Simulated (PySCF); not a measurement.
A structure optimised at PBE0-D3(BJ)/def2-SVP, used in a PySCF frequency run:

```
N
C 1 1.3948
C 1 1.4067 2 121.24
N 3 1.3442 1 120.43 2 180.00
C 4 1.3196 3 117.06 1 0.00
N 5 1.3196 4 127.51 3 0.00
C 6 1.3442 5 117.06 4 0.00
C 7 1.3957 6 120.98 5 180.00
H 8 1.0883 7 116.22 6 0.00
C 8 1.3915 9 123.15 7 180.00
C 10 1.3792 8 120.42 9 180.00
H 11 1.0895 10 121.95 8 180.00
H 10 1.0926 11 119.87 12 0.00
C 3 1.3957 4 120.98 5 180.00
H 14 1.0883 3 116.22 4 0.00
C 14 1.3915 15 123.15 3 180.00
C 16 1.3792 14 120.42 15 180.00
H 17 1.0895 16 121.95 14 180.00
H 16 1.0926 17 119.87 18 0.00
H 5 1.0980 4 116.25 3 180.00
```
Charge 0, spin multiplicity 1.

Problem. Write its SMILES, formula and point group.

Solution. C1=CC2=CC=CC3=NC=NC(=C1)N23, C₁₀H₇N₃, C2v

Problem. What are its rotational constants (standard atomic weights)?

Solution. 1.1713, 1.1509, 0.58051 GHz
